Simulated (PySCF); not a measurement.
Au(Cl)(SMe2) (C2H6AuClS), SMILES C[S](C)->[Au][Cl], multiplicity 1.

Geometry optimised at B3LYP-D3(BJ)/def2-SVP. The multiplicity is an assumed one; other spin states were not compared. The isomer is the one that the SMILES or the coordinates give; other isomers of the formula were not compared. The def2 effective core potentials stand for the cores of Au; spin–orbit coupling is left out.

Level of theory: CAM-B3LYP/def2-TZVP in PySCF.

Symmetry labels are those of the subgroup Cs that the program uses (full group Cs).

Computed valence orbital energies around the gap with their symmetry:
| orbital | symmetry | energy (eV) |
|---|---|---|
| HOMO−7 | A" | -11.07 |
| HOMO−6 | A' | -10.75 |
| HOMO−5 | A' | -10.18 |
| HOMO−4 | A" | -10.17 |
| HOMO−3 | A' | -9.68 |
| HOMO−2 | A' | -8.96 |
| HOMO−1 | A" | -8.40 |
| HOMO | A' | -8.32 |
| LUMO | A" | 0.19 |
| LUMO+1 | A' | 0.32 |
| LUMO+2 | A' | 0.77 |
| LUMO+3 | A' | 1.77 |
